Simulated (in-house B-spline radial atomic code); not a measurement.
## Ionising Ge with different functionals

Computed with an all-electron radial atomic-structure program (B-spline basis): scalar-relativistic (spin-free X2C) Hamiltonian, Fermi nucleus of rms radius 4.0742 fm, spin-polarised at highest spin, spherical fractional occupations for the functionals, and exact exchange of hybrids averaged over the configuration. The ionisation energy is the difference of two self-consistent energies, [Ar] 3d10 4s2 4p2 → [Ar] 3d10 4s2 4p1, without Breit or QED terms; ε is the level of the shell that loses the electron (its least bound occupied spin orbital). There is no spin-orbit coupling in this Hamiltonian.

| method | rung | ΔSCF (eV) | -ε(4p) (eV) |
| --- | --- | --- | --- |
| PBE0 | global hybrid | 7.97 | 5.41 |
| B3LYP | global hybrid | 7.90 | 5.10 |
| TPSSh | global hybrid | 7.98 | 4.85 |
| BHandHLYP | global hybrid | 7.76 | 6.14 |
| r2SCAN0 | global hybrid | ? | ? |
| B97-1 | global hybrid | 7.77 | 5.06 |
| HSE06 | range-separated hybrid | ? | ? |
| wB97X | range-separated hybrid | 7.69 | 7.38 |
| CAM-B3LYP | range-separated hybrid | 7.89 | 6.52 |
| LC-wPBE | range-separated hybrid | 8.02 | 7.94 |

Question: What does HSE06 give?

Answer: ΔSCF 7.95 eV, and -ε(4p) = 4.99 eV.

Question: What does r2SCAN0 give?

Answer: ΔSCF 8.13 eV, and -ε(4p) = 5.59 eV.

Question: Among the functionals, which spreads more, the ΔSCF values or the orbital energies?

Answer: The orbital energies: ΔSCF values span about 0.43 eV and the orbital energies 3.08 eV; here energy differences depend much less on the functional than eigenvalues do.

Question: How do they compare with the NIST value?

Answer: NIST lists 7.899 eV (measured, ground level to ground level). Errors run from -0.21 to +0.23 eV; B3LYP is closest (-0.00 eV), but part of that can be cancellation, since the calculations leave out spin-orbit coupling, Breit-QED terms, multiplet and fine-structure energies.
